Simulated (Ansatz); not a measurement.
One change: `[SiH3]NBS` becomes `CCBN[SiH3]`.

Ansatz, PBE0-D4/def2-TZVP geometries, multiplicity 1. Each molecule was computed in one conformer, which needn't be the lowest.

```tsv
property	`[SiH3]NBS`
size of the dipole moment (PBE/def2-TZVPP) / D	0.68
HOMO energy (ωB97M-V/def2-TZVPP) / eV	-9.53
HOMO energy (PBE0/def2-TZVPP) / eV	-7.36
LUMO energy (B3LYP/def2-TZVPP) / eV	-0.13
size of the dipole moment (B3LYP/def2-TZVPP) / D	0.70
HOMO–LUMO gap (PBE0/def2-TZVPP) / eV	7.47
```

Q: Give the same properties after the change, and the shifts. (Best estimate.)

A: Computed: 
```csv
property,`CCBN[SiH3]`,shift
size of the dipole moment (PBE/def2-TZVPP) / D,1.20,0.52
HOMO energy (ωB97M-V/def2-TZVPP) / eV,-10.53,-1.00
HOMO energy (PBE0/def2-TZVPP) / eV,-8.24,-0.88
LUMO energy (B3LYP/def2-TZVPP) / eV,0.03,0.16
size of the dipole moment (B3LYP/def2-TZVPP) / D,1.16,0.46
HOMO–LUMO gap (PBE0/def2-TZVPP) / eV,8.49,1.02
```

With PBE0 the HOMO falls by 0.88 eV and the LUMO rises by 0.14 eV, so the gap widens by about 1.02 eV. PBE moves the HOMO by -0.75 eV and ωB97M-V by -1.00 eV. Dipoles are sizes alone; their direction can turn.

B3LYP here is the variant with VWN-RPA as its local correlation; programs differ in this.
